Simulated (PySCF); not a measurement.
Electron correlation in Bi⁺ (bismuth, charge +1)

[Xe] 4f14 5d10 6s2 6p2, high-spin 3P determinant. All numbers are calculated (PySCF 2.14, scalar relativity by spin-free X2C-1e, in ANO-RCC-VTZP (8s7p5d3f2g, 93 functions)). Frozen: [Kr] 4d10 4f14; 22 electrons correlated.

MP2 pair energies summed by pair of shells (mhartree):

```tsv
pair	energy	share (%)
5d-5d	-286.36	45.0
5p-5d	-108.84	17.1
5d-6s	-88.45	13.9
5d-6p	-46.24	7.3
5p-5p	-24.98	3.9
6s-6p	-23.39	3.7
5s-5d	-16.69	2.6
6s-6s	-11.13	1.7
5s-5p	-10.97	1.7
5p-6s	-9.71	1.5
5p-6p	-4.07	0.6
6p-6p	-3.61	0.6
5s-5s	-1.65	0.3
5s-6s	-0.58	0.1
5s-6p	-0.32	0.1
```

Total MP2 correlation energy: -636.99 mhartree.

Same-spin part -225.88 and opposite-spin part -411.11 mhartree; SCS-MP2 scales them by 1/3 and 6/5 to -568.63 mhartree.

Spin-orbit coupling is strong in this species, so the high-spin LS determinant is a model state.
